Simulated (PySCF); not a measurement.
PySCF was given this input:
```python
from pyscf import gto, scf, dft

mol = gto.Mole()
mol.atom = '''
    Si    1.65792936    0.19443579   -0.30111717
    F     2.76211931   -0.33300045    0.89289358
    N    -0.00689296   -0.18218295    0.50381375
    C    -1.41023884    0.01304702   -0.08351558
    C    -2.11096366    0.23881546    1.07043474
    C    -1.26926286    1.21644954   -0.92902418
    C    -1.64231826   -1.14666128   -0.83230136
    H     1.84983971   -0.58468099   -1.57230900
    H     1.89465192    1.64442620   -0.40630097
    H     0.31977181   -0.85026355    1.37810878
    H    -1.59945088    1.33039947    1.65529401
    H    -1.97537973   -0.56762367    1.81356138
    H    -3.23132683    0.50224917    0.82234705
    H    -2.28178122    1.49611427   -1.18555074
    H    -0.57520587    1.06867816   -1.73923185
    H    -0.83854622    2.12240728   -0.34083661
    H    -1.66040285   -2.27332296    0.01584113
    H    -1.06799746   -1.32255531   -1.58639090
    H    -2.83978638   -1.13189926   -1.05962837
'''
mol.basis = 'sto-3g'
mol.verbose = 4
mol.build()

mf = dft.RKS(mol)
mf.xc = 'tpss'
mf.kernel()
g = mf.nuc_grad_method()
grad = g.kernel()
```

Question: What dipole moment does TPSS/STO-3G, gradient in PySCF give?

Answer: 0.86 D

Question: Estimate the Mulliken (on the basis functions themselves) charges in atom order that TPSS/STO-3G, gradient returns for this input.

Answer: Si1 0.70, F2 -0.21, N3 -0.43, C4 0.07, C5 -0.13, C6 -0.19, C7 -0.16, H8 -0.14, H9 -0.14, H10 0.10, H11 0.04, H12 0.07, H13 0.04, H14 0.08, H15 0.07, H16 0.07, H17 0.02, H18 0.10, H19 0.04

Question: Give the total energy at the level TPSS/STO-3G, gradient.

Answer: -596.2443 Eh

Question: What is the computed HOMO-LUMO gap (TPSS/STO-3G, gradient)?

Answer: 5.00 eV

Question: Roughly what does it cost on one core?

Answer: very roughly 29 core-seconds.
